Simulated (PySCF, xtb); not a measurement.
SiCl₃I, SMILES Cl[Si](Cl)(Cl)I.

Harmonic wavenumbers (cm⁻¹) from GFN2-xTB run with xtb at its own minimum, in rising order: 100, 100, 145, 157, 157, 327, 484, 531, 531.

Problem. What does PBE0-D3(BJ)/def2-SVP (PySCF 2.14.0) give at its own minimum? (The exact figures need the calculation; the answer reports its results.)

Solution. 117, 117, 164, 192, 192, 335, 536, 626, 626. Paired by order, the mean absolute difference is 41 cm⁻¹ and the zero-point energies are 3.6 and 4.2 kcal/mol.
